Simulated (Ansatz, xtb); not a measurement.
Relative energy of two isomers of H8OSi3

We compare I, `[SiH3]O[SiH2][SiH3]`, a singlet, with II, `O[SiH2][SiH2][SiH3]`, a singlet. Both are isolated molecules in the gas phase, relaxed with B3LYP/6-31G*; the shapes shown needn't be the lowest conformers.

I (Å):

```json
{"atom": "O", "x (Å)": "-0.0537", "y (Å)": "0.7780", "z (Å)": "1.8856"}
{"atom": "Si", "x (Å)": "-0.3351", "y (Å)": "-0.7019", "z (Å)": "2.5590"}
{"atom": "Si", "x (Å)": "0.8203", "y (Å)": "1.8167", "z (Å)": "0.9360"}
{"atom": "Si", "x (Å)": "0.5479", "y (Å)": "1.3721", "z (Å)": "-1.3601"}
{"atom": "H", "x (Å)": "0.8968", "y (Å)": "-1.2293", "z (Å)": "3.2073"}
{"atom": "H", "x (Å)": "-0.7767", "y (Å)": "-1.6734", "z (Å)": "1.5215"}
{"atom": "H", "x (Å)": "-1.4044", "y (Å)": "-0.5635", "z (Å)": "3.5794"}
{"atom": "H", "x (Å)": "2.2698", "y (Å)": "1.7278", "z (Å)": "1.2821"}
{"atom": "H", "x (Å)": "0.3653", "y (Å)": "3.2018", "z (Å)": "1.2361"}
{"atom": "H", "x (Å)": "1.0244", "y (Å)": "0.0040", "z (Å)": "-1.7086"}
{"atom": "H", "x (Å)": "-0.8773", "y (Å)": "1.4889", "z (Å)": "-1.7766"}
{"atom": "H", "x (Å)": "1.3472", "y (Å)": "2.3566", "z (Å)": "-2.1448"}
```

II (Å):

```xyz
12

O    -0.4838   -0.0292   -0.0289
Si    0.7206    1.1201    0.1747
Si    1.2783    1.8568   -1.9838
Si   -0.6225    1.9539   -3.3675
H    -0.8622   -0.4062    0.7782
H     0.2395    2.2716    0.9985
H     1.9060    0.5529    0.8874
H     2.3031    0.9637   -2.5995
H     1.8897    3.2150   -1.8737
H    -1.1375    0.5874   -3.6493
H    -0.2975    2.6104   -4.6655
H    -1.7015    2.7402   -2.7079
```

Quicker runs give these differences E(II) − E(I): GFN2-xTB +202.3 kJ/mol; HF/STO-3G +26.1 kJ/mol (at GFN2-xTB geometries); r2SCAN-D4/def2-SVP +77.4 kJ/mol (at GFN2-xTB geometries).

Q: Estimate E(II) − E(I) at the level CCSD(T)/def2-SVP + ΔMP2/def2-TZVPP.

A: Calculated at CCSD(T)/def2-SVP + ΔMP2/def2-TZVPP: E(II) − E(I) = +95.8 kJ/mol, so structure I lies lower.

How the difference moves with the method:

| level | geometry | E(II) − E(I) (kJ/mol) | departure from the last row (kJ/mol) | job, with rough time for the two |
| --- | --- | --- | --- | --- |
| GFN2-xTB | GFN2-xTB | +202.3 | +106.5 | optimisation, 0.44 s |
| HF/STO-3G | GFN2-xTB | +26.1 | −69.7 | single point, 0.52 s |
| r2SCAN-D4/def2-SVP | GFN2-xTB | +77.4 | −18.4 | single point, 8.1 s |
| B3LYP/6-31G* | B3LYP/6-31G* | +97.5 | +1.7 | optimisation, 2.5 min |
| HF/def2-SVP | B3LYP/6-31G* | +114.7 | +18.9 | part of the CCSD(T) run |
| MP2/def2-SVP | B3LYP/6-31G* | +95.0 | −0.8 | part of the CCSD(T) run |
| CCSD(T)/def2-SVP | B3LYP/6-31G* | +90.2 | −5.6 | single point |
| CCSD(T)/def2-SVP + ΔMP2/def2-TZVPP | B3LYP/6-31G* | +95.8 |  | single point, 47 s |

As drawn, II has 1 Si–Si, 1 O–H in place of 1 O–Si, 1 Si–H.

None of the levels shown reverses the order. The largest departure from CCSD(T)/def2-SVP + ΔMP2/def2-TZVPP is that of GFN2-xTB, 106.5 kJ/mol. The last row adds to CCSD(T) the change of the MP2 difference between the two basis sets, here +5.6 kJ/mol.

With harmonic frequencies from B3LYP/6-31G* (ideal gas, rigid rotor, one conformer each, 298.15 K, 1 atm): on the last row, ΔE + ΔZPE = +98.7 kJ/mol. A mode under 50 cm⁻¹ makes harmonic enthalpies and free energies unreliable, so none is given.

The correlated steps freeze 16 core orbitals. Run with Ansatz 0.2.0, xtb 6.7.1; the last row on 1 thread of Arm Neoverse V1 on a shared host.
